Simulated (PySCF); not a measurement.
## Circular dichroism: `C[C@H]1[C@@H](C#C)[S@@](=O)C1`, C6H8OS

Geometry:
```
atom   x (Å)   y (Å)   z (Å)
  C1   2.105  -0.380  -1.579
  C2   0.947  -0.465  -1.282
  C3  -0.409  -0.635  -0.868
  C4  -0.906   0.342   0.214
  C5  -0.322   1.745   0.171
  C6  -0.491  -0.513   1.409
  S7  -0.545  -2.067   0.384
  O8   0.713  -2.788   0.506
  H9   3.109  -0.293  -1.867
 H10  -1.069  -0.769  -1.725
 H11  -1.998   0.399   0.162
 H12  -0.679   2.324   1.020
 H13   0.764   1.704   0.206
 H14  -0.618   2.251  -0.745
 H15   0.540  -0.339   1.708
 H16  -1.149  -0.507   2.273
```

Theory: TDDFT PBE0/def2-SVPD circular dichroism and optical rotation, one conformer, gas phase (PySCF 2.14.0). Geometry: GFN2-xTB.

States above about 6.8 eV (minus the energy of the highest occupied orbital) lie near or above the ionisation threshold and depend on the basis.

What are the CIP labels of the stereocentres?

C3 S, C4 R, S7 S.

List the lowest 12 singlet excitations with oscillator and rotatory strengths.

Rotatory strengths R in 10⁻⁴⁰ esu² cm², velocity form and length form (origin at the centre of mass); f in length form.
| state | E (eV) | λ (nm) | f | R (velocity) | R (length) | main |
| --- | --- | --- | --- | --- | --- | --- |
| 1 | 4.97 | 249 | 0.044 | +21.6 | +23.5 | HOMO→LUMO 0.91 |
| 2 | 5.60 | 221 | 0.009 | -10.6 | -12.8 | HOMO→LUMO+2 0.69, HOMO→LUMO+1 0.18 |
| 3 | 5.85 | 212 | 0.019 | +4.0 | +4.1 | HOMO→LUMO+1 0.53, HOMO→LUMO+2 0.21 |
| 4 | 5.91 | 210 | 0.014 | +18.3 | +18.4 | HOMO−2→LUMO 0.41, HOMO−1→LUMO 0.27 |
| 5 | 6.19 | 200 | 0.014 | +29.2 | +30.7 | HOMO→LUMO+3 0.33, HOMO−2→LUMO 0.30 |
| 6 | 6.23 | 199 | 0.078 | -52.8 | -53.7 | HOMO→LUMO+3 0.21, HOMO−2→LUMO 0.19 |
| 7 | 6.54 | 190 | 0.002 | -5.5 | -4.9 | HOMO→LUMO+4 0.29, HOMO−1→LUMO+2 0.21 |
| 8 | 6.64 | 187 | 0.013 | +34.5 | +35.7 | HOMO−1→LUMO+2 0.40, HOMO−3→LUMO 0.19 |
| 9 | 6.72 | 184 | 0.039 | -11.2 | -10.2 | HOMO−1→LUMO+1 0.44, HOMO→LUMO+4 0.26 |
| 10 | 6.88 | 180 | 0.026 | -2.1 | -1.3 | HOMO−3→LUMO 0.37, HOMO−1→LUMO+2 0.14 |
| 11 | 6.98 | 178 | 0.002 | -6.0 | -5.4 | HOMO→LUMO+5 0.85 |
| 12 | 7.16 | 173 | 0.016 | +17.5 | +17.8 | HOMO−1→LUMO+4 0.24, HOMO−1→LUMO+3 0.21 |

Among the states computed, the strongest CD band (largest |R|) is state 6. The largest dissymmetry factor in size, g = 4R/(D+G), with D and G the electric and magnetic dipole strengths, is -0.028 for state 11 (velocity form, f = 0.002), among bands with |R| over 0.5. The mirror image has the same energies and oscillator strengths and all R with the opposite sign.
